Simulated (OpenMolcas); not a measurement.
A calculation on Al I.

- Program: OpenMolcas 26.06
- Method: SS-CASPT2, IPEA 0.25 Eh, imaginary shift 0.1 Eh (closed shells correlated: 2s 2p)
- Basis: ANO-RCC-VTZP [5s4p2d1f]
- Scalar Hamiltonian: DKH2, point nucleus
- Active space: 3 electrons in 4 orbitals (3s 3p)
- State averaging: 2S+1 = 4 odd, 1 root (0 in the spin-orbit step); 2S+1 = 2 odd, 3 roots; 2S+1 = 4 even, 3 roots; 2S+1 = 2 even, 5 roots
- Spin-orbit coupling: state interaction with AMFI integrals over the reference wave functions, term energies averaged over their components

Problem. Which level of the active space comes out lowest?

Solution. 3s2 3p 2P* 1/2, with 100 % of that term; it is also the measured ground level.

Problem. How high does 3s 3p2 2D 3/2 lie?

Solution. 40988 cm-1 above the lowest level.

Problem. How high does 3s 3p2 4P 3/2 lie?

Solution. 26821 cm-1 above the lowest level; measured 29067 cm-1 above the ground level, so the calculation is off by -8 %.

Problem. How high does 3s 3p2 4P 5/2 lie?

Solution. 26883 cm-1 above the lowest level; measured 29143 cm-1 above the ground level, so the calculation is off by -8 %.

Measured values: NIST Handbook of Basic Atomic Spectroscopic Data.

Terms of s pⁿ other than that of highest spin mix with s² pⁿ⁻² d, which this space lacks; all of them can be thousands of cm-1 off, and some have no real level of that name. Computed and measured levels are paired by configuration, term and J; levels that our copy of the source lacks, or whose pairing is in doubt (as where it misses far off the trend of its configuration), stay unpaired and out of the deviations. Levels of configurations outside the active space are missing.

* marks odd parity.
